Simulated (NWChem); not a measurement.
All runs are NWChem calculations. System: F2Pb, charge 0, spin multiplicity 1, at a geometry optimised with B3LYP/def2-SVP with def2 effective core potentials on Pb. The structure started from a generated list of species. Level: MP2/def2-SVP with def2 effective core potentials on Pb, 6 core orbitals frozen.

Output (cleaned and shortened):

```
             Northwest Computational Chemistry Package (NWChem) 7.3.0
             --------------------------------------------------------

                                NWChem Input Module
                                -------------------

 Scaling coordinates for geometry "geometry" by  1.889725989
 (inverse scale =  0.529177249)

 Turning off AUTOSYM since
 SYMMETRY directive was detected!

                             Geometry "geometry" -> ""
                             -------------------------

 Output coordinates in angstroms (scale by  1.889725989 to convert to a.u.)

  No.       Tag          Charge          X              Y              Z
 ---- ---------------- ---------- -------------- -------------- --------------
    1 Pb                  82.0000     0.00000000     0.00000000     0.24718400
    2 F                    9.0000     1.53911700     0.00000000    -1.12606200
    3 F                    9.0000    -1.53911700     0.00000000    -1.12606200

 Effective nuclear repulsion energy (a.u.)     392.5884499562

            Nuclear Dipole moment (a.u.)
            ----------------------------
        X                 Y               Z
 ---------------- ---------------- ----------------
     0.0000000000     0.0000000000    -0.0000529123

      Symmetry information
      --------------------

 Group name             C2v
 Group number             16
 Group order               4
 No. of unique centers     2

      Symmetry unique atoms

     1    2


 Summary of "ao basis" -> "" (spherical)
 ------------------------------------------------------------------------------
       Tag                 Description            Shells   Functions and Types
 ---------------- ------------------------------  ------  ---------------------
 *                          def2-svp                  on all atoms

 Summary of "ao basis" -> "ao basis" (spherical)
 ------------------------------------------------------------------------------
       Tag                 Description            Shells   Functions and Types
 ---------------- ------------------------------  ------  ---------------------
 Pb                         def2-svp                10       26   4s4p2d
 F                          def2-svp                 6       14   3s2p1d

                                 NWChem SCF Module
                                 -----------------

  ao basis        = "ao basis"
  functions       =    54
  atoms           =     3
  closed shells   =    20
  open shells     =     0
  charge          =   0.00
  wavefunction    = RHF
  use symmetry    = T
  symmetry adapt  = T

 Summary of "ao basis" -> "ao basis" (spherical)
 ------------------------------------------------------------------------------
       Tag                 Description            Shells   Functions and Types
 ---------------- ------------------------------  ------  ---------------------
 Pb                         def2-svp                10       26   4s4p2d
 F                          def2-svp                 6       14   3s2p1d

      Symmetry analysis of basis
      --------------------------

        a1         22
        a2          6
        b1         16
        b2         10

 Forming initial guess at       0.1s

      Superposition of Atomic Density Guess
      -------------------------------------

 Sum of atomic energies:        -417.94511601

      Non-variational initial energy
      ------------------------------

 Total energy =    -390.058790
 1-e energy   =    -844.570834
 2-e energy   =     338.994661
 HOMO         =      -0.406864
 LUMO         =      -0.044893

      Symmetry analysis of molecular orbitals - initial
      -------------------------------------------------

  Numbering of irreducible representations:

     1 a1          2 a2          3 b1          4 b2

  Orbital symmetries:

     1 a1          2 b1          3 a1          4 b1          5 a1
     6 b2          7 a1          8 b1          9 b1         10 a1
    11 a1         12 a2         13 b2         14 a1         15 b1
    16 b2         17 a1         18 a2         19 b1         20 a1
    21 b2         22 b1         23 a1         24 a1         25 b2
    26 a1         27 b1         28 b2         29 a2         30 a1
[...]
   Bfn.  Coefficient  Atom+Function         Bfn.  Coefficient  Atom+Function
  ----- ------------  ---------------      ----- ------------  ---------------
    31      0.454804  2 F  py                45     -0.454804  3 F  py
    34     -0.351107  2 F  py                48      0.351107  3 F  py

 Vector   19  Occ=2.000000D+00  E=-5.359185D-01  Symmetry=b1
              MO Center=  8.1D-16, -6.4D-16, -1.1D+00, r^2= 2.9D+00
   Bfn.  Coefficient  Atom+Function         Bfn.  Coefficient  Atom+Function
  ----- ------------  ---------------      ----- ------------  ---------------
    30      0.448140  2 F  px                44      0.448140  3 F  px
    33     -0.347751  2 F  px                47     -0.347751  3 F  px

 Vector   20  Occ=2.000000D+00  E=-4.409185D-01  Symmetry=a1
              MO Center= -4.4D-15, -8.4D-17,  6.8D-02, r^2= 3.2D+00
   Bfn.  Coefficient  Atom+Function         Bfn.  Coefficient  Atom+Function
  ----- ------------  ---------------      ----- ------------  ---------------
     3      0.527853  1 Pb s                  1     -0.403994  1 Pb s
     4      0.369790  1 Pb s                 13      0.296992  1 Pb pz
    32      0.259279  2 F  pz                46      0.259279  3 F  pz
    35     -0.213396  2 F  pz                49     -0.213396  3 F  pz
    30     -0.172503  2 F  px                44      0.172503  3 F  px

 Vector   21  Occ=0.000000D+00  E=-5.881811D-03  Symmetry=b2
              MO Center= -3.5D-15,  2.3D-15,  3.2D-01, r^2= 4.1D+00
   Bfn.  Coefficient  Atom+Function         Bfn.  Coefficient  Atom+Function
  ----- ------------  ---------------      ----- ------------  ---------------
    15      0.714705  1 Pb py                12      0.418250  1 Pb py
     9     -0.168961  1 Pb py                 6     -0.165621  1 Pb py

 Vector   22  Occ=0.000000D+00  E= 7.896068D-02  Symmetry=b1
              MO Center=  4.2D-15,  1.5D-15,  5.4D-01, r^2= 4.8D+00
   Bfn.  Coefficient  Atom+Function         Bfn.  Coefficient  Atom+Function
  ----- ------------  ---------------      ----- ------------  ---------------
    14      0.927539  1 Pb px                11      0.253179  1 Pb px
    29     -0.240877  2 F  s                 43      0.240877  3 F  s
    20      0.157366  1 Pb d  1

 Vector   23  Occ=0.000000D+00  E= 9.695840D-02  Symmetry=a1
              MO Center=  1.4D-15,  9.0D-17,  3.4D-01, r^2= 5.0D+00
   Bfn.  Coefficient  Atom+Function         Bfn.  Coefficient  Atom+Function
  ----- ------------  ---------------      ----- ------------  ---------------
    16      0.935709  1 Pb pz                 3     -0.502318  1 Pb s
     1      0.251060  1 Pb s                 29      0.248727  2 F  s
    43      0.248727  3 F  s                 13      0.171480  1 Pb pz
    33     -0.156625  2 F  px                47      0.156625  3 F  px
    30      0.151818  2 F  px                44     -0.151818  3 F  px

 center of mass
 --------------
 x =   0.00000000 y =   0.00000000 z =   0.06623772

 moments of inertia (a.u.)
 ------------------
         216.355385272795           0.000000000000           0.000000000000
           0.000000000000         537.786537196946           0.000000000000
           0.000000000000           0.000000000000         321.431151924152

  Mulliken analysis of the total density
  --------------------------------------

    Atom       Charge   Shell Charges
 -----------   ------   -------------------------------------------------------
    1 Pb  22    20.73   2.99 -0.94  1.24  0.58  3.37  2.61  0.58  0.17  9.78  0.34
    2 F    9     9.63   1.99  1.10  0.87  3.30  2.37  0.00
    3 F    9     9.63   1.99  1.10  0.87  3.30  2.37  0.00

       Multipole analysis of the density wrt the origin
       ------------------------------------------------

     L   x y z        total         open         nuclear
     -   - - -        -----         ----         -------
     0   0 0 0     -0.000000      0.000000     40.000000

     1   1 0 0     -0.000000      0.000000      0.000000
     1   0 1 0      0.000000      0.000000      0.000000
     1   0 0 1      2.215261      0.000000    -28.026655

     2   2 0 0    -34.080068      0.000000    152.269684
     2   1 1 0     -0.000000      0.000000      0.000000
     2   1 0 1     -0.000000      0.000000      0.000000
     2   0 2 0    -23.204017      0.000000      0.000000
     2   0 1 1     -0.000000      0.000000      0.000000
     2   0 0 2    -30.693826      0.000000     86.307196

                   NWChem MP2 Semi-direct Energy/Gradient Module
                   ---------------------------------------------

  Basis functions       =     54
  Molecular orbitals    =     54
  Frozen core           =      6
  Frozen virtuals       =      0
  Active alpha occupied =     14
  Active beta occupied  =     14
  Active alpha virtual  =     34
  Active beta virtual   =     34
  Use MO symmetry       = T
  Use skeleton AO sym   = T

  AO/Fock/Back tols     =   1.0D-09  1.0D-09  1.0D-09

 GA uses MA = F    GA memory limited = T

 Available:
  local mem=  1.26D+08
 global mem=  1.44D+08
 local disk=  0.00D+00
  mp2_memr nvloc                    34
  nvloc new                    34
   1 passes of  14:        3145728                      18086                   2367920.
   1 passes of  14: M    126149243           G      144173368           F     123003515.

 Semi-direct pass number   1 of   1  for RHF alpha+beta  at        0.8s
  vrange nnbf                  1460
  mp2_eaftype                    10  avail_ma_in_mb                  1099
 EAF : mp2_eaftype filesize          10    1183960.
  mp2_eaf for mointskh                     10
Node 0 wrote      5.6 Mb in      0.0 s     Agg I/O rate:  1128.0 Mb/s
 Done moints_semi at        2.3s
  mp2_eaftype                    10  avail_ma_in_mb                  1089
 EAF : mp2_eaftype filesize          10    1183960.
  mp2_eaf for kh                    10
 Done maket at        2.4s
 Done multipass loop at        2.4s

          -------------------------------------------
          SCF energy                -390.595539718028
          Correlation energy          -0.467121585429
          Singlet pairs               -0.273107655559
          Triplet pairs               -0.194013929870
          Total MP2 energy          -391.062661303457
          -------------------------------------------

          ---------------------------------------------------
                    Spin Component Scaled (SCS) MP2
          Same spin pairs                     -0.129342619913
          Same spin scaling factor             0.333333333333
          Opposite spin pairs                 -0.337778965516
          Opposite spin scaling fact.          1.200000000000
          SCS-MP2 correlation energy          -0.448448965257
          Total SCS-MP2 energy              -391.043988683285
          ---------------------------------------------------

 -----------------------
 Performance information
 -----------------------

 Timer overhead =  2.48D-07 seconds/call

               Nr. of calls         CPU time (s)                 Wall time (s)                GFlops
             ---------------    -------------------     ------------------------------   -------------------
Name         Min   Avg   Max    Min     Avg     Max     Min     Avg     Max   Mx/calls   Min     Max     Sum
mp2: moin     1     1     1    1.5     1.5     1.5      1.5     1.5     1.5     1.5      0.0     0.0     0.0
mp2: make     1     1     1   7.06E-2 7.06E-2 7.06E-2  7.06E-2 7.06E-2 7.06E-2 7.06E-2   0.0     0.0     0.0
mp2: tota     1     1     1    1.6     1.6     1.6      1.6     1.6     1.6     1.6      0.0     0.0     0.0

 The average no. of pstat calls per process was 3.00D+00
 with a timing overhead of 7.45D-07s

 Task  times  cpu:        2.3s     wall:        2.3s

 Total times  cpu:        2.4s     wall:        2.4s
```

Q: Write an NWChem input that would produce this output.

A: Several could match; the one computed here: 
```
start mol
memory heap 200 mb stack 900 mb global 1100 mb
geometry units angstroms nocenter noautoz
  Pb     0.000000     0.000000     0.247184
  F      1.539117     0.000000    -1.126062
  F     -1.539117     0.000000    -1.126062
  symmetry group C2v
end
basis spherical
  * library def2-svp
end
ecp
  Pb library def2-ecp
end
scf
  rhf
  nopen 0
  maxiter 100
  thresh 1e-7
  semidirect memsize 60000000 filesize 0
end
mp2
  freeze core 6
end
task mp2 energy
```
